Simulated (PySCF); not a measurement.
**UHF on V⁻ (vanadium, charge -1)**

Configuration: [Ar] 3d4 4s2, high-spin 5D determinant. Calculation: PySCF 2.14, in x2c-TZVPPall with one added diffuse shell each of s, p, d, f type (7s6p5d3f1g, 80 functions); the spin-free X2C one-electron Hamiltonian (Gaussian nucleus).

```
Total energy                                                  : -948.109177 hartree
One-electron energy                                           : -1308.5106 hartree
Hartree (Coulomb) energy                                      : 405.2415 hartree
Exchange energy                                               : -44.8401 hartree
⟨S²⟩                                                          : 6.3507
⟨L²⟩                                                          : 6.026
Sum of ⟨r⟩                                                    : 27.96 bohr
Sum of ⟨r²⟩                                                   : 104.0 bohr²
Traceless quadrupole moment −½Σ⟨3z² − r²⟩ along its main axis : 0.208 e·bohr²
Langevin diamagnetic susceptibility                           : -82.4 ×10⁻⁶ cm³/mol
```

```csv
shell,electrons,mean orbital energy (hartree),spread (hartree),"rms radius, mean of both spins (bohr)"
1s α,1,-202.54865,0,0.0768
1s β,1,-202.54808,0,0.0768
2s α,1,-23.84113,0,0.332
2s β,1,-23.77676,0,0.332
2p α,3,-19.74887,0.00166,0.303
2p β,3,-19.68543,0.01949,0.303
3s α,1,-3.00939,0,1.03
3s β,1,-2.76391,0,1.03
3p α,3,-1.85220,0.03695,1.12
3p β,3,-1.55038,0.05670,1.12
3d α,4,-0.16352,0.05685,1.79
4s α,1,-0.06392,0,6.35
4s β,1,0.00874,0,6.35
```

⟨S²⟩ = 6.35 against 6.00 shows spin contamination. At UHF the highest occupied level has a positive energy, so only the finite basis holds that electron.

Densities and radii are taken from the X2C orbitals without a picture-change correction, which distorts them close to the nucleus.

Spin-orbit constants ζ (cm⁻¹) from the X2C one-electron operator on these orbitals: bare nucleus, nucleus screened by l(l+1)(2l+1)/3 electrons, and screened by the Breit-Pauli mean field of the electrons.

```
shell   bare  screened nucleus  mean field
   2p  40600             37070       35440
   3p   4453              4066        3860
   3d  301.2             170.2       145.9
```

To first order the Landé constant is A = 36.48 cm⁻¹, so the lowest level has J = 0 and lies 0.0271 eV below the centre of the term. This holds in LS coupling only.
